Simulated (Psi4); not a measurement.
Psi4 input (wB97X-D/6-31G*):

```
memory 1500 MB

molecule {
1 2
F    -1.68110000   -0.99963200    0.12450600
C    -1.15174800    0.25663100   -0.06247700
C     0.36464100    0.18292900   -0.02168600
F     0.85379300   -0.61150200   -0.98478200
F     0.81253500   -0.27546500    1.15611300
F     0.86765900    1.42059300   -0.20625700
H    -1.49374100    0.91735400    0.73499200
H    -1.45960700    0.63933800   -1.03624700
symmetry c1
no_reorient
no_com
}

set {
  basis 6-31G*
  reference uks
  scf_type pk
  dft_radial_points 99
  dft_spherical_points 590
  e_convergence 1e-8
  d_convergence 1e-7
  maxiter 150
}

e = energy('wb97x-d')
print_out(f'\nFINAL {e:.10f} DIPOLE {variable("CURRENT DIPOLE")[0]:.6f} {variable("CURRENT DIPOLE")[1]:.6f} {variable("CURRENT DIPOLE")[2]:.6f}\n')
```

Output:

```
   => Loading Basis Set <=

    Name: 6-31G*
    Role: ORBITAL
    Keyword: BASIS
    atoms 1, 4-6 entry F          line   162 file 6-31gs.gbs
    atoms 2-3    entry C          line   111 file 6-31gs.gbs
    atoms 7-8    entry H          line    44 file 6-31gs.gbs

   => WB97X-D: Empirical Dispersion <=

    Chai and Head-Gordon Dispersion Correction
    Chai, J.-D.; Head-Gordon, M. (2010), J. Chem. Phys., 132: 6615-6620

        s6 =       1.000000

         ---------------------------------------------------------
                                   SCF
               by Justin Turney, Rob Parrish, Andy Simmonett
                          and Daniel G. A. Smith
                              UKS Reference
         ---------------------------------------------------------

  ==> Geometry <==

    Molecular point group: c1
    Full point group: C1

    Geometry (in Angstrom), charge = 1, multiplicity = 2:

       Center              X                  Y                   Z               Mass
    ------------   -----------------  -----------------  -----------------  -----------------
         F           -1.681100000000    -0.999632000000     0.124506000000    18.998403162730
         C           -1.151748000000     0.256631000000    -0.062477000000    12.000000000000
         C            0.364641000000     0.182929000000    -0.021686000000    12.000000000000
         F            0.853793000000    -0.611502000000    -0.984782000000    18.998403162730
         F            0.812535000000    -0.275465000000     1.156113000000    18.998403162730
         F            0.867659000000     1.420593000000    -0.206257000000    18.998403162730
         H           -1.493741000000     0.917354000000     0.734992000000     1.007825032230
         H           -1.459607000000     0.639338000000    -1.036247000000     1.007825032230

  Running in c1 symmetry.

  Rotational constants: A =      0.17695  B =      0.09252  C =      0.09114 [cm^-1]
  Rotational constants: A =   5304.70152  B =   2773.81856  C =   2732.22582 [MHz]
  Nuclear repulsion =  271.511729549546601

  Charge       = 1
  Multiplicity = 2
  Electrons    = 49
  Nalpha       = 25
  Nbeta        = 24

  ==> Algorithm <==

  SCF Algorithm Type is PK.
  DIIS enabled.
  MOM disabled.
  Fractional occupation disabled.
  Guess Type is SAD.
[...]
      65A      1.682096    66A      1.688027    67A      1.691193
      68A      1.797292    69A      1.815394    70A      1.834042
      71A      1.852034    72A      1.853146    73A      1.879047
      74A      1.893560    75A      1.923824    76A      1.990055
      77A      2.113578    78A      2.141141    79A      2.191152
      80A      2.292900    81A      2.295893    82A      2.569290
      83A      2.580111    84A      2.630768    85A      2.804477
      86A      2.841707    87A      2.848073    88A      2.889670
      89A      3.842804    90A      3.994759    91A      4.171447
      92A      4.287837    93A      4.570324    94A      5.058419

    Beta Occupied:

       1A    -25.181925     2A    -25.142328     3A    -25.142324
       4A    -25.141711     5A    -10.859472     6A    -10.715910
       7A     -1.688433     8A     -1.628970     9A     -1.595230
      10A     -1.594179    11A     -1.172257    12A     -1.034402
      13A     -0.954563    14A     -0.953387    15A     -0.942263
      16A     -0.890215    17A     -0.888838    18A     -0.809373
      19A     -0.809302    20A     -0.781301    21A     -0.775458
      22A     -0.771795    23A     -0.757308    24A     -0.744782

    Beta Virtual:

      25A     -0.507495    26A     -0.130633    27A     -0.055269
      28A     -0.030107    29A      0.027748    30A      0.032352
      31A      0.034001    32A      0.042475    33A      0.320076
      34A      0.322530    35A      0.333447    36A      0.367069
      37A      0.394891    38A      0.488848    39A      0.524215
      40A      0.657992    41A      0.719618    42A      0.826032
      43A      0.916667    44A      0.922750    45A      0.924624
      46A      0.931986    47A      0.979579    48A      1.054927
      49A      1.153215    50A      1.157297    51A      1.170037
      52A      1.170295    53A      1.200443    54A      1.217634
      55A      1.218441    56A      1.236589    57A      1.373860
      58A      1.405929    59A      1.461878    60A      1.499347
      61A      1.504821    62A      1.577223    63A      1.583312
      64A      1.657270    65A      1.686611    66A      1.693662
      67A      1.704897    68A      1.802470    69A      1.819319
      70A      1.838020    71A      1.857946    72A      1.863387
      73A      1.889122    74A      1.894491    75A      1.932097
      76A      1.998842    77A      2.123533    78A      2.147249
      79A      2.200241    80A      2.302009    81A      2.303524
      82A      2.575598    83A      2.588588    84A      2.638827
      85A      2.812259    86A      2.846420    87A      2.851430
      88A      2.894459    89A      3.852036    90A      4.005053
      91A      4.174942    92A      4.294042    93A      4.574926
      94A      5.061454

    Final Occupation by Irrep:
              A
    DOCC [    24 ]
    SOCC [     1 ]
    NA   [    25 ]
    NB   [    24 ]

  @UKS Final Energy:  -476.17123555512171

   => Energetics <=

    Nuclear Repulsion Energy =            271.5117295495466010
    One-Electron Energy =               -1186.7719269086187523
    Two-Electron Energy =                 476.4705092999216731
    DFT Exchange-Correlation Energy =     -37.3793805530973060
    Empirical Dispersion Energy =          -0.0021669428738570
    VV10 Nonlocal Energy =                  0.0000000000000000
    Total Energy =                       -476.1712355551217115

  UHF NO Occupations:
  HONO-2 :   23  A 1.9997577
  HONO-1 :   24  A 1.9990843
  HONO-0 :   25  A 1.0000000
  LUNO+0 :   26  A 0.0009157
  LUNO+1 :   27  A 0.0002423
  LUNO+2 :   28  A 0.0002364
  LUNO+3 :   29  A 0.0001940

Computation Completed

Properties will be evaluated at   0.000000,   0.000000,   0.000000 [a0]

Properties computed using the SCF density matrix

 Multipole Moments:

 ------------------------------------------------------------------------------------
     Multipole            Electronic (a.u.)      Nuclear  (a.u.)        Total (a.u.)
 ------------------------------------------------------------------------------------

 L = 1.  Multiply by 2.5417464519 to convert [e a0] to [Debye]
 Dipole X            :         -1.3500769           -0.0000132           -1.3500901
 Dipole Y            :          0.6279443           -0.0000038            0.6279405
 Dipole Z            :         -0.1245562           -0.0000246           -0.1245807
 Magnitude           :                                                    1.4941797

 ------------------------------------------------------------------------------------

FINAL -476.1712355551 DIPOLE -1.350090 0.627940 -0.124581

*** Psi4 exiting successfully. Buy a developer a beer!
```

The dipole moment of an ion depends on the origin.

The geometry given is a B3LYP-D3(BJ)/def2-TZVP minimum of the species of charge 0 and multiplicity 1, not of this state.
